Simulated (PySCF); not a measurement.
H₄N+, charge +1. Atoms are numbered in the order given.

```xyz
5

N      0.0000     0.0000     0.0000
H      0.5912    -0.5912    -0.5912
H     -0.5912    -0.5912     0.5912
H     -0.5912     0.5912    -0.5912
H      0.5912     0.5912     0.5912
```
Charge +1, spin multiplicity 1.

The structure is a stationary point at r2SCAN-D4/def2-TZVPD.

Level of theory: HF/def2-TZVPD (PySCF).

Mulliken values depend strongly on the basis, most of all with diffuse functions as here. ESP charges are fitted to the potential on shells at 1.4 to 2.0 van der Waals radii. Atomic charges (e):

| atom | Mulliken | ESP fit | meta-Löwdin |
|---|---|---|---|
| N1 | -0.57 | -0.88 | ___ |
| H2 | 0.39 | 0.47 | ___ |
| H3 | 0.39 | 0.47 | ___ |
| H4 | 0.39 | 0.47 | ___ |
| H5 | 0.39 | 0.47 | ___ |

Task: What belongs in the gaps? (Estimate from the structure and the level; the computed values follow.)

Result: 
- N1, meta-Löwdin: -0.31
- H2, meta-Löwdin: 0.33
- H3, meta-Löwdin: 0.33
- H4, meta-Löwdin: 0.33
- H5, meta-Löwdin: 0.33
